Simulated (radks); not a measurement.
Values are calculated unless marked as measured or tabulated.
Ti, configuration [Ar] 4s1 4p3 (not the ground configuration).

Code: a radial shooting solver on a logarithmic mesh with Libxc functionals. Model: Dirac Kohn-Sham, BLYP, spin-unpolarised, spherical densities, point nucleus; open shells fill j = l - 1/2 first.

Energy parts (eV):
| part | energy |
|---|---|
| total | -23215.859 |
| kinetic | 23445.433 |
| electron-nucleus | -54933.665 |
| Hartree | 9405.815 |
| exchange-correlation | -1133.442 |

Orbitals (lengths in bohr, moments of r in powers of bohr):
orbital,occ.,eigenvalue (eV),<r^4>,<r>
1s1/2,2,-4885.470,0.0001092,0.06959
2s1/2,2,-554.3654,0.02751,0.3250
2p1/2,2,-465.5515,0.02173,0.2882
2p3/2,4,-459.7832,0.02242,0.2909
3s1/2,2,-76.9388,1.959,0.9824
3p1/2,2,-53.1504,2.689,1.037
3p3/2,4,-52.4293,2.762,1.044
4s1/2,1,-8.2512,143.2,2.887
4p1/2,2,-3.8206,373.5,3.573
4p3/2,1,-3.7576,384.4,3.599

The highest occupied level is 4p3/2 at -3.758 eV. Summed over all electrons, <r^2> = 64.88 bohr^2, which gives a Langevin (diamagnetic) susceptibility term of -51.4 x 10^-6 cm^3/mol.
